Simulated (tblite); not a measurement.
A tight-binding relaxation on `[C@H]([GeH3])([GeH][F])CF` [radical].

Computed with GFN2-xTB geometry optimisation, gas phase (tblite 0.8.0). Start geometry: from a force field or distance geometry. The command runs a driver script over a list of jobs; the input below is this job's line of settings and its coordinates in Å.

Command:
```bash
OMP_NUM_THREADS=1 python probes_run.py task.json out
```

Input:
```
{"job": {"kind": "relax", "xc": "GFN2-xTB", "basis": "xTB"}, "charge": 0, "multiplicity": 2}
F     -2.614800    -0.164900    -0.468300
C     -1.323800    -0.551400    -0.716400
C     -0.407300    -0.110200     0.442000
Ge     1.401600    -0.740300     0.145500
Ge    -0.388700     1.838200     0.579500
F      0.212500     2.524500    -0.930100
H     -0.974400    -0.113400    -1.671100
H     -1.289100    -1.658300    -0.788000
H     -0.788900    -0.529000     1.396200
H      2.295100    -0.289400     1.335900
H      1.393400    -2.297600     0.076700
H      1.946800    -0.168400    -1.171800
H      0.533300     2.260800     1.752100
```

Output:
```
step      E/eV     max force
  0    -575.64513    2.311
  1    -575.80330    1.812
  2    -575.98095    0.829
  3    -576.01741    0.544
  4    -576.03975    0.399
  5    -576.05033    0.357
  6    -576.06257    0.393
  7    -576.07023    0.271
  8    -576.07659    0.238
  9    -576.08268    0.288
... (41 lines left out)
 51    -576.12894    0.030
 52    -576.12902    0.035
 53    -576.12908    0.025
 54    -576.12912    0.014
 55    -576.12916    0.015
 56    -576.12919    0.021
 57    -576.12922    0.020
 58    -576.12925    0.013
 59    -576.12926    0.010
 60    -576.12928    0.009
```

«max force» is the largest atomic force in eV/Å.

**Question.** From which step on does the largest force stay under 0.1 eV/Å, and how much energy is left to gain from there?

**Answer.** From step 27 (0.093 eV/Å), 7.5 meV above the end.

Summary of the converged run: energy lowered by 11.2 kcal/mol over 60 steps; largest atomic force 0.009 eV/Å at the end.

**Question.** Where do the atoms end?

**Answer.** 0.190 Å rms from the input after alignment:
```
atom  x, y, z in Å
F1    -2.5232    0.1186   -0.5342
C2    -1.3289   -0.5708   -0.7075
C3    -0.4268   -0.2431    0.4445
Ge4    1.4603   -0.6891    0.1509
Ge5   -0.6024    1.8372    0.6770
F6     0.2540    2.2722   -0.8623
H7    -0.9147   -0.2239   -1.6588
H8    -1.5864   -1.6343   -0.7738
H9    -0.8099   -0.6799    1.3675
H10    2.2799   -0.2467    1.3166
H11    1.5736   -2.1862    0.0471
H12    1.9715   -0.0860   -1.1075
H13    0.6487    2.3325    1.6228
```

On one thread, AMD EPYC 7B13 (x86_64), no GPU, shared host with 96 logical CPUs at a one-minute load of 15, this took 0.42 s of wall time.
Labels such as C1 count atoms from 1, the log's own numbers from 0.
